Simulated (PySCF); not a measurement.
Identify the unknown among the candidates.

All candidates are C5H18Si3.

* 13C NMR: chemical shifts (computed TMS as zero) by class: 25.3 (1 C), 17.7 (1 C), 13.1 (1 C), -9.6 (1 C), -10.0 (1 C) ppm [GIAO PBE0/pcSseg-1]
* 1H NMR: chemical shifts (computed TMS as zero) by class: 4.17 (1 H), 4.04 (1 H), 4.01 (1 H), 3.94 (1 H), 3.87 (1 H), 1.85 (1 H), 0.99 (1 H), 0.98 (1 H), 0.95 (3 H), 0.79 (1 H), 0.23 (3 H), 0.17 (3 H) ppm [GIAO PBE0/pcSseg-1]
* Rotational structure: rotational constants A, B, C: 1.524, 0.614, 0.516 GHz [GFN2-xTB]
* NMR, other nuclei: isotropic shieldings of nuclei other than C and H, by class: 418 (1 Si), 428 (1 Si), 441 (1 Si) ppm [GIAO PBE0/pcSseg-1]
* Dipole: 0.60 D [PBE0/pcSseg-1]

Electronic properties: PySCF, gas phase, density fitting. Levels stand in brackets. Geometry: GFN2-xTB, one conformer, isolated molecule. Each NMR value is the plain mean over a class of atoms that symmetry, rotation or inversion makes alike.

Question: Which candidate is it?
A. `CCCC[Si@H]([SiH3])[SiH2]C`
B. `CC[C@@H]([SiH3])[C@H]([SiH3])[SiH2]C`
C. `CCC[SiH2][Si@H](C)[SiH2]C`
D. `CCCCC([SiH3])([SiH3])[SiH3]`

Answer: C. It is `CCC[SiH2][Si@H](C)[SiH2]C`. Numbering: `[CH3:1][CH2:2][CH2:3][SiH2:4][Si@H:5]([CH3:6])[SiH2:7][CH3:8]`. Its formula, C5H18Si3, gives 0 degrees of unsaturation, so no ring and no π bond. 5 carbons fall into 5 classes; from least to most shielded: chain CH2 carbon [C2] (25.3 ppm), methyl carbon [C1] (17.7 ppm), sp3 carbon bound to silicon [C3] (13.1 ppm), Si-methyl carbon [C8] (-9.6 ppm), Si-methyl carbon [C6] (-10.0 ppm). Hydrogen classes from least to most shielded: 1 H on an SiH2 silicon, Si4 (4.17 ppm), 1 H on an SiH silicon, Si5 (4.04 ppm), 1 H on an SiH2 silicon, Si7 (4.01 ppm), 1 H on an SiH2 silicon, Si7 (3.94 ppm), 1 H on an SiH2 silicon, Si4 (3.87 ppm), 1 H on a chain CH2 carbon, C2 (1.85 ppm), 1 H on a chain CH2 carbon, C2 (0.99 ppm), 1 H on an sp3 carbon bound to silicon, C3 (0.98 ppm), 3 H on a methyl carbon, C1 (0.95 ppm), 1 H on an sp3 carbon bound to silicon, C3 (0.79 ppm), 3 H on an Si-methyl carbon, C8 (0.23 ppm), 3 H on an Si-methyl carbon, C6 (0.17 ppm). The other shieldings belong to: 418 ppm, SiH2 silicon [Si4]; 428 ppm, SiH2 silicon [Si7]; 441 ppm, SiH silicon [Si5]. The optimised geometry has point group C1 and is an asymmetric top.

The others, at the same levels:
- `CCCC[Si@H]([SiH3])[SiH2]C` fails: its computed 13C shifts are 37.2 (1 C), 33.1 (1 C), 17.1 (1 C), 15.7 (1 C), -9.2 (1 C) ppm, 1H shifts are 4.20 (1 H), 3.95 (1 H), 3.93 (1 H), 3.43 (3 H), 1.37 (1 H), 1.33 (1 H), 1.29 (1 H), 1.11 (1 H), 1.04 (3 H), 0.86 (1 H), 0.58 (1 H), 0.13 (3 H) ppm and rotational constant A is 1.368 GHz (against 1.524 GHz).
- `CCCCC([SiH3])([SiH3])[SiH3]` fails: its computed 13C shifts are 38.7 (1 C), 37.2 (1 C), 28.2 (1 C), 16.9 (1 C), -6.3 (1 C) ppm, 1H shifts are 3.98 (9 H), 1.64 (2 H), 1.38 (2 H), 1.30 (2 H), 1.09 (3 H) ppm and smallest rotational constant is 0.583 GHz (against 0.516 GHz).
- `CC[C@@H]([SiH3])[C@H]([SiH3])[SiH2]C` fails: its computed 13C shifts are 36.6 (1 C), 27.0 (1 C), 17.1 (1 C), 14.6 (1 C), -6.2 (1 C) ppm, 1H shifts are 4.43 (1 H), 4.25 (1 H), 3.94 (3 H), 3.84 (3 H), 1.99 (1 H), 1.45 (1 H), 1.27 (1 H), 1.08 (3 H), 0.39 (1 H), 0.15 (3 H) ppm and smallest rotational constant is 0.621 GHz (against 0.516 GHz).

Each candidate is one conformer, not necessarily the lowest. Dipoles, sizes and rotational constants follow the conformer. The torsions of the flexible species, by atom-mapped SMILES:
- `[CH3:1][CH2:2][CH2:3][SiH2:4][Si@H:5]([CH3:6])[SiH2:7][CH3:8]`: C1–C2–C3–Si4 61°, C2–C3–Si4–Si5 45°, C3–Si4–Si5–C6 167°, Si4–Si5–Si7–C8 145°
- `[CH3:1][CH2:2][CH2:3][CH2:4][Si@H:5]([SiH3:6])[SiH2:7][CH3:8]`: C1–C2–C3–C4 180°, C2–C3–C4–Si5 -179°, C3–C4–Si5–Si6 -179°, C4–Si5–Si7–C8 168°
- `[CH3:1][CH2:2][CH2:3][CH2:4][C:5]([SiH3:6])([SiH3:7])[SiH3:8]`: C1–C2–C3–C4 180°, C2–C3–C4–C5 180°, C3–C4–C5–Si6 61°
- `[CH3:1][CH2:2][C@@H:3]([SiH3:4])[C@H:5]([SiH3:6])[SiH2:7][CH3:8]`: C1–C2–C3–Si4 61°, C2–C3–C5–Si6 -73°, C3–C5–Si7–C8 -161°
